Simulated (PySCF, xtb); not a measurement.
CH3F3Ti, SMILES [CH3][Ti]([F])([F])[F], multiplicity 1.

Harmonic wavenumbers (cm⁻¹) from GFN2-xTB (xtb) at its own minimum, in rising order: 64, 163, 164, 187, 187, 198, 513, 551, 565, 565, 659, 659, 1192, 1433, 1433, 2914, 2916, 2917.

Question: What does PySCF 2.14.0 with PBE0-D3(BJ)/def2-SVP give at its own minimum? (The exact figures need the calculation; the answer reports its results.)

Answer: 102, 167, 167, 199, 201, 201, 551, 551, 568, 748, 842, 842, 1149, 1384, 1384, 3039, 3167, 3167. Paired by order, the mean absolute difference is 79 cm⁻¹ and the zero-point energies are 24.7 and 26.3 kcal/mol.
